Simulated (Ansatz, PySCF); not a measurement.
H₃S, SMILES [SH3+], charge +1.

Coordinates come from a B3LYP-D3(BJ)/def2-TZVPD optimisation. The isomer is the one that the SMILES or the coordinates give; other isomers of the formula were not compared.

Two levels are set side by side: PBE/def2-TZVPD (Ansatz, a first-principles code) and EOM-CCSD/aug-cc-pVDZ (PySCF). PBE by ΔSCF, the other level by its IP root; same geometry, the bases differ. Differences are taken from unrounded values.

| quantity | EOM-CCSD |
|---|---|
| vertical ionisation energy (eV) | 21.17 |

Task: What does PBE give, and how far is it from EOM-CCSD? (The exact figures need the calculation; the answer reports its results.)

Result: 
```csv
quantity,PBE,PBE minus EOM-CCSD
vertical ionisation energy (eV),21.31,0.14
```

Here PBE gives about what the other level gives.
